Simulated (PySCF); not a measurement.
This PySCF input asks for the NMR shieldings of `C#C[SiH2][C@@H]1CCSB[SiH2]1`, C5H11BSSi2; the geometry comes from GFN2-xTB.

```python
import basis_set_exchange as bse
import numpy as np
from pyscf import gto, dft
from pyscf.prop import nmr

atoms = """
C     3.085519   -0.652584   -1.678909
C     2.658826   -0.254792   -0.627611
Si    1.968979    0.334145    0.985631
C     0.067615    0.326241    0.831430
C    -0.435330   -1.079821    0.497316
C    -1.949393   -1.219418    0.585978
S    -2.877542   -0.650750   -0.900129
B    -2.156334    0.871261   -1.361360
Si   -0.613685    1.619522   -0.419742
H     3.463296   -0.995884   -2.599652
H     2.460047    1.683313    1.274318
H     2.398120   -0.620761    2.020734
H    -0.330099    0.582904    1.820436
H    -0.099493   -1.372280   -0.501778
H    -0.006209   -1.803133    1.199941
H    -2.236702   -2.266065    0.687553
H    -2.341832   -0.666562    1.440390
H    -2.658282    1.359727   -2.300704
H    -0.888707    2.831993    0.377600
H     0.486061    1.983624   -1.334479
"""
names = dict.fromkeys(["C", "Si", "S", "B", "H"], "pcSseg-1")
basis = {el: gto.basis.parse(bse.get_basis(n, elements=[el], fmt="nwchem")) for el, n in names.items()}
mol = gto.M(atom=atoms, basis=basis, charge=0, verbose=0)
mf = dft.RKS(mol, xc="PBE0")
mf.grids.level = 2
mf.grids.alignment = dft.numint.BLKSIZE   # the property module wants whole blocks of grid points
mf.conv_tol = 1e-9
mf.kernel()

calc = nmr.RKS(mf)   # GIAO
C = mf.mo_coeff
Co = C[:, mf.mo_occ > 0]
resp = mf.gen_response(singlet=True, hermi=2)
def vind(x):   # induced exchange potential for any number of trial vectors
    d = np.einsum("pi,xij,qj->xpq", C, 2 * x.reshape(-1, C.shape[1], Co.shape[1]), Co, optimize=True)
    return np.einsum("xpq,pi,qj->xij", resp(d - d.transpose(0, 2, 1)), C, Co, optimize=True).ravel()
mo1, _ = nmr.rhf.solve_mo1(calc, with_cphf=vind)
sigma = calc.kernel(mo1)
for i, s in enumerate(sigma):   # ppm
    w = np.linalg.eigvalsh((s + s.T) / 2)
    print("%2d %-2s iso %8.1f  s11 %8.1f  s22 %8.1f  s33 %8.1f" % (i, mol.atom_pure_symbol(i), w.mean(), *w))
```

Task: What does it print?

Result: 
```
 0 C  iso     82.4  s11     -3.9  s22     -1.9  s33    253.2
 1 C  iso    100.8  s11      3.3  s22     11.4  s33    287.7
 2 Si iso    408.3  s11    372.0  s22    396.3  s33    456.6
 3 C  iso    182.3  s11    159.5  s22    192.7  s33    194.6
 4 C  iso    154.8  s11    142.6  s22    156.1  s33    165.7
 5 C  iso    146.6  s11    132.0  s22    150.0  s33    157.7
 6 S  iso    231.9  s11   -118.3  s22    243.2  s33    570.6
 7 B  iso     23.7  s11    -66.6  s22     -5.2  s33    142.7
 8 Si iso    440.1  s11    418.0  s22    421.2  s33    481.1
 9 H  iso     29.9  s11     24.4  s22     24.9  s33     40.3
10 H  iso     27.3  s11     23.9  s22     25.1  s33     32.9
11 H  iso     27.2  s11     23.3  s22     25.3  s33     32.9
12 H  iso     31.6  s11     27.7  s22     29.0  s33     37.9
13 H  iso     29.8  s11     25.1  s22     30.7  s33     33.8
14 H  iso     29.3  s11     22.8  s22     29.9  s33     35.3
15 H  iso     28.5  s11     22.7  s22     27.7  s33     35.0
16 H  iso     29.2  s11     25.2  s22     28.2  s33     34.2
17 H  iso     23.3  s11     18.3  s22     25.6  s33     26.1
18 H  iso     27.7  s11     24.0  s22     25.4  s33     33.7
19 H  iso     27.5  s11     22.9  s22     27.5  s33     32.1
```

These numbers come from an equivalent density-fitted implementation of the same equations, which agrees with the script to about 0.01 ppm for H and up to a few tenths of a ppm for heavy atoms, so last digits may differ.

Size and cost of the density-fitted run: 229 basis functions, 2 min wall time on 1 thread of an Arm Neoverse N1, shared host; peak memory 1 GiB.
